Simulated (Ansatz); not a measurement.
Mulliken charges of `BC(F)F` from ωB97M-V/def2-TZVPP in Ansatz (PBE0-D4/def2-TZVP geometry).

| atom | x (Å) | y (Å) | z (Å) | charge (e) |
| --- | --- | --- | --- | --- |
| B1 | -0.501 | 0.778 | -0.097 | -0.183 |
| C2 | 0.356 | -0.537 | 0.051 | 0.327 |
| F3 | 0.632 | -0.878 | 1.343 | -0.209 |
| F4 | -0.201 | -1.633 | -0.541 | -0.209 |
| H5 | -1.170 | 0.923 | -1.071 | 0.100 |
| H6 | -0.382 | 1.638 | 0.719 | 0.100 |
| H7 | 1.328 | -0.359 | -0.450 | 0.073 |

By hand: the dipole of these point charges (1 e Å = 4.8032 D).

Σ q r = (0.060, 0.437, -0.201) e Å, of length 0.485 e Å = 2.33 D.

How does the dipole of the full density compare? (Estimate.)

Ansatz gave: (0.061, 0.357, -0.170) e Å, 1.92 D; the point charges give 1.21 times that, at 2° from its direction.

Point charges leave out the atoms' own dipoles, such as those of lone pairs, and Mulliken's split depends on the basis, so the two needn't agree.
